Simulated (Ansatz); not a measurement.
F$_{3}$Sc (SMILES [F][Sc]([F])[F]), singlet, at a GFN2-xTB geometry (such geometries of metal compounds can be far from the true shape). Base run: Ansatz (an electronic-structure program) with BLYP/def2-SVP.

Input for Ansatz:
Ansatz 0.2 input:
```yaml
crystal:
  periodic: [false, false, false]
  atoms:
    - {symbol: Sc, position_ang: [0.00000000, -0.00000000, 0.00000000]}
    - {symbol: F, position_ang: [-1.49196408, -0.92465244, 0.06317319]}
    - {symbol: F, position_ang: [-0.00096259, 1.62400390, -0.66898447]}
    - {symbol: F, position_ang: [1.49292667, -0.69935146, 0.60581128]}
basis:
  gaussian:
    orbitals: def2-SVP
hamiltonian:
  xc: blyp
```

Each row names what was changed in the base input (with any setting that the change needs).

```
change                                                           ΔE vs base (mEh)
---------------------------------------------------------------  ----------------
base                                                                        0.000
point_charge = charge:1.0 position_ang:-0.4831, -4.3079, 1.9576            -3.420
lower_state_search = light                                                  0.000
point_charge = charge:0.5 position_ang:1.8903, -4.3177, -0.6384            -0.087
final_grid = 4, 8, 17                                                      -0.224
fitting.mean_field = def2-universal-JKFIT                                  -0.066
final_grid = 14, 28, 59                                                     0.000
point_charge = charge:-1.0 position_ang:2.2687, 3.7931, -1.7575             3.442
final_grid = 6, 12, 29                                                      0.004
forces = on                                                                 0.000
final_grid = 10, 20, 41                                                     0.000
```
